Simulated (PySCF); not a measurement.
B₂F₄, SMILES FB(F)B(F)F (PBE/def2-SVP optimised geometry):

```
6

F      1.339     0.460     0.000
B      0.009     0.460     0.000
F     -0.588     1.649     0.000
B     -0.898    -1.007    -0.003
F     -1.339    -1.552    -1.133
F     -1.194    -1.649     1.124
```

Computed with PBE/def2-TZVP (PySCF).

Task: What are the frontier orbital energies and the dipole moment?

Result: HOMO-2 -10.35 eV, HOMO-1 -10.33 eV, HOMO -8.42 eV, LUMO -2.13 eV, LUMO+1 -1.88 eV; dipole moment 0.01 D.

Meta-Löwdin charges at PBE/def2-TZVP: F1 -0.25, B2 0.50, F3 -0.25, B4 0.50, F5 -0.25, F6 -0.25.
